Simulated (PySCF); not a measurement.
F₄Te, quintet, geometry from GFN2-xTB of the parent state (a higher spin typed on purpose: for a closed-shell molecule this is an excited state) (all electrons, no relativity) (in this run its highest filled SCF level lies above zero, so its values depend strongly on the basis, on diffuse functions most of all); PySCF with PBE0/STO-3G.

Input for PySCF:
```python
from pyscf import gto, scf, dft

mol = gto.Mole()
mol.atom = '''
    Te   -0.00525174   -0.00164746    0.34667291
    F     1.02454800    1.41419135   -0.47863460
    F     1.41932470   -1.01478931   -0.48419716
    F    -1.00937631   -1.40943202   -0.52286492
    F    -1.40415301    1.01954865   -0.51730235
'''
mol.basis = 'sto-3g'
mol.spin = 4
mol.verbose = 3
mol.build()

mf = dft.UKS(mol)
mf.xc = 'pbe0'
mf.kernel()
```

It wrote (shortened):

```
converged SCF energy = -6941.57746674805  <S^2> = 6.0005235  2S+1 = 5.0002094
```
